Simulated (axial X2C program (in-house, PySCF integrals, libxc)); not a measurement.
# Bond lengths and stretching modes, held linear, of HInH⁺

Calculated with an in-house all-electron X2C program for linear molecules (integrals from PySCF): two-component X2C with atomic mean-field Coulomb and Gaunt terms, Gaussian nuclei, basis H dyall-v3z, In dyall-v3z with contracted cores. Spin-free rows use the one-electron spin-free X2C Hamiltonian.

Masses H 1.008, In 114.904, H 1.008 u. States: 2c Ω = 0 (all partner blocks equally filled); spin-free M_S = 0, Λ = 0 (closed shell).

r2SCAN, 2c: energies above the lowest point

```
r(H–In) (Å)  r(In–H) (Å)  E (meV)
     1.6282       1.6282    23.21
     1.6282       1.6700    12.02
     1.6282       1.7117    26.08
     1.6700       1.6282    12.02
     1.6700       1.6700     0.00
     1.6700       1.7117    13.17
     1.6700       1.7535    47.58
     1.7117       1.6282    26.08
     1.7117       1.6700    13.17
     1.7117       1.7117    25.40
     1.7535       1.6700    47.58
     1.7535       1.7535    91.27
```

**Question.** Fit a quadratic surface with cubic terms in each bond: where is the minimum, and what are the two stretching wavenumbers?

**Answer.** At r2SCAN, 2c: bonds 1.668 and 1.668 Å; harmonic stretches 1944.8 and 2035.2 cm⁻¹; force constants 2.33, 2.33 and coupling -0.09 mdyn/Å.

The other levels and Hamiltonians give:

| Hamiltonian | level | r(H–In) (Å) | r(In–H) (Å) | lower stretch (cm⁻¹) | upper stretch (cm⁻¹) |
| --- | --- | --- | --- | --- | --- |
| 2c | PBE0 | 1.669 | 1.669 | 1955.1 | 2039.5 |
| 2c | HF | 1.672 | 1.672 | 2043.0 | 2102.9 |
| 2c | MP2 | 1.653 | 1.653 | 2004.8 | 2077.8 |
| spin-free | PBE0 | 1.669 | 1.669 | 1955.3 | 2039.9 |
| spin-free | HF | 1.671 | 1.671 | 2043.3 | 2103.3 |
| spin-free | r2SCAN | 1.668 | 1.668 | 1945.0 | 2035.7 |
| spin-free | MP2 | 1.653 | 1.653 | 2005.1 | 2078.3 |

Each state is one determinant, the lowest of a limited PBE0 search; the stretches come from a fit to these few points and carry an uncertainty of a few per cent. Other orders of the atoms were not compared. MP2 freezes inner shells (threshold -2 hartree). The molecule was held linear; bending was not examined, so a bent shape may lie lower.
